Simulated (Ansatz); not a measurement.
Relaxation of BClFHO (5 atoms, charge 0, multiplicity 1), to a largest force component of 0.02 eV/Å in at most 40 steps.

All numbers below come from Ansatz, RKS revPBE-D4/6-31G*.

```xyz
5
Properties=species:S:1:pos:R:3
B 0.000 0.000 0.000
Cl 0.000 0.000 1.860
F 1.143 0.000 -0.660
O -1.221 0.000 -0.705
H -1.731 -0.847 -0.496
```

Problem. Where does it end, and by what steps?

Solution. The run converged. After 6 steps the energy has fallen by 0.474 eV; H5 moved furthest, 0.40 Å.

| step | energy less start (eV) | largest force component (eV/Å) | accepted |
| --- | --- | --- | --- |
| 0 | 0.0000 | 1.710 | yes |
| 1 | -0.1871 | 2.113 | yes |
| 2 | -0.3025 | 2.177 | yes |
| 3 | -0.3804 | 1.910 | yes |
| 4 | -0.4636 | 0.542 | yes |
| 5 | -0.4730 | 0.101 | yes |
| 6 | -0.4736 | 0.009 | yes |

```xyz
5
Properties=species:S:1:pos:R:3
B 0.014 -0.077 -0.037
Cl -0.063 -0.116 1.751
F 1.175 0.213 -0.623
O -1.073 -0.334 -0.816
H -1.862 -0.533 -0.277
```

Whether the end is a true minimum wasn't checked by a vibrational analysis.

Run time: 11 s on 1 thread of AMD EPYC 7R43 64-Core Processor (Zen 3), on a shared host, peak memory 0.15 GiB.
